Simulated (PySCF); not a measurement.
Gas-phase reaction: 2 YCl3 + 3 F2 = 2 YF3 + 6 Cl

Method: PySCF energies (xtb for GFN2) plus ideal-gas RRHO corrections (1 bar). † marks an energy on the PBE0/def2-TZVP geometry and frequencies; other levels use their own. MP2 freezes the core. Open shells (unrestricted): Cl (multiplicity 2, electronic degeneracy 6); the rest are closed-shell singlets. GFN2 has no spin-polarisation term. Spin-orbit splitting is ignored; it lowers the true energy and changes the entropy of Cl. Y: scalar-relativistic def2 core potential, no spin-orbit coupling. MP2 isn't extrapolated to the basis-set limit; its ΔH°(298 K) is -523.9 kJ in def2-SVP and -395.8 kJ in def2-TZVPP. The harmonic model lacks anharmonicity and excited electronic states, which grow with temperature; levels with a mode under 35 cm⁻¹ are left out. Soft modes under 120 cm⁻¹ make the harmonic entropy rough for YCl3, YF3. Warning, point group unlike the PBE0 one: YCl3, YF3 (GFN2-xTB).

| level | ΔE electronic, kJ | ΔH°(298 K), kJ | ΔS°(298 K), J/K | ΔG°(1200 K), kJ |
|---|---|---|---|---|
| GFN2-xTB | -117 | -117 | 332 | -529 |
| HF/def2-TZVP† | -853 | -856 | 337 | -1275 |
| M06-2X/def2-TZVP† | -343 | -346 | 337 | -766 |
| MP2/def2-SVP† | -520 | -524 | 337 | -943 |
| PBE0/def2-QZVP† | -361 | -365 | 337 | -784 |
| PBE0/def2-SVP† | -338 | -341 | 337 | -760 |
| PBE0/def2-TZVP | -330 | -333 | 337 | -752 |
| ωB97M-V/def2-TZVP† | -326 | -330 | 337 | -749 |
| ωB97X-V/def2-TZVP† | -343 | -347 | 337 | -766 |
ΔH° is lowest at HF/def2-TZVP† and highest at GFN2-xTB. No reference value is set beside these.
